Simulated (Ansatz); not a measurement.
Pd4⁻, relaxed as a quartet with UKS PBE-D4/def2-SVPD in Ansatz, starting from the PBE-D4/def2-SVPD geometry of the charge -1 doublet. Force threshold 0.02 eV/Å.

In the def2 sets Pd takes a core potential; there is no spin–orbit coupling. The highest occupied level of the charge -1 quartet lies above zero (up to 0.84 eV). The electron is either unbound and held by the finite basis, or the level is raised by self-interaction error. At PBE-D4/def2-SVPD a doublet of charge -1 lies 0.47 eV below the quartet, each at its own geometry. The structure comes from a short search, and lower isomers may exist.

Start:

Cartesian coordinates in Å:
```
Pd 1.1148 -1.0770 -0.4872
Pd -0.7880 0.5300 -1.3184
Pd 0.6514 1.2909 0.7420
Pd -0.9782 -0.7438 1.0636
```

| step | energy (eV) | largest force component (eV/Å) | SCF passes |
| --- | --- | --- | --- |
| 1 | -13923.9891 | 0.337 | 93 |
| 2 | -13923.9988 | 0.245 | 44 |
| 3 | -13924.0046 | 0.013 | 37 |
| 4 | -13924.0046 | 0.001 | 31 |
| 5 | -13924.0064 | 0.045 | 55 |
| 6 | -13924.0128 | 0.112 | 66 |
| 7 | -13924.0271 | 0.068 | 51 |
| 8 | -13924.0282 | 0.039 | 40 |
| 9 | -13924.0287 | 0.018 | 34 |

Force components are those of the run's own axes.

End:

```csv
atom,x (Å),y (Å),z (Å)
Pd1,1.099,-1.107,-0.409
Pd2,-0.795,0.597,-1.269
Pd3,0.651,1.319,0.662
Pd4,-0.955,-0.809,1.017
```

By distances, no bond broke or formed. The bond that changes most is Pd1–Pd4, from 2.63 to 2.52 Å (atoms count from 1).

The force fell under the threshold at step 3, but the optimiser went on and released 0.024 eV more. No frequencies were taken in this run, so the end may be a saddle point.

It took 36 s on 4 threads of Arm Neoverse V2 on a shared host.
